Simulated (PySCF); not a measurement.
CH3ClZn. Atoms are numbered in the order given.

```xyz
6

Zn     0.0000     0.0000     0.3134
Cl     0.0000     0.0000    -1.8114
C      0.0000     0.0000     2.2522
H      0.8867     0.5120     2.6260
H      0.0000    -1.0239     2.6260
H     -0.8867     0.5120     2.6260
```
Charge 0, spin multiplicity 1.

Geometry optimised at B3LYP-D3(BJ)/def2-TZVP.

Computed with TDDFT-LC-ωPBE/def2-SVPD run with PySCF.

Vertical excitations; the highest root listed may be one member of a degenerate set.  State labels are in the subgroup Cs.

Computed UV-visible absorptions:
```
state  symmetry  energy (eV)  λ (nm)      f                                 main pairs
-----  --------  -----------  ------  -----  -----------------------------------------
S1           A'         7.50     165  0.008  HOMO−2→LUMO, HOMO→LUMO+2 (degenerate set)
S2           A"         7.50     165  0.008  HOMO−1→LUMO, HOMO→LUMO+1 (degenerate set)
S3           A'         7.64     162  0.328                             HOMO→LUMO 84 %
S4           A'         7.67     162  0.096  HOMO→LUMO+2, HOMO−2→LUMO (degenerate set)
S5           A"         7.67     162  0.096  HOMO→LUMO+1, HOMO−1→LUMO (degenerate set)
S6           A"         8.05     154  0.000     HOMO−2→LUMO+1 46 %, HOMO−1→LUMO+2 46 %
T1           A'         6.40     194      0                             HOMO→LUMO 82 %
T2           A'         6.99     177      0               HOMO→LUMO+2 (degenerate set)
T3           A"         6.99     177      0               HOMO→LUMO+1 (degenerate set)
T4           A'         7.14     174      0                           HOMO−2→LUMO 80 %
```
Triplets are in the Tamm–Dancoff approximation, which puts them higher than full response would, so one can lie above its singlet here.
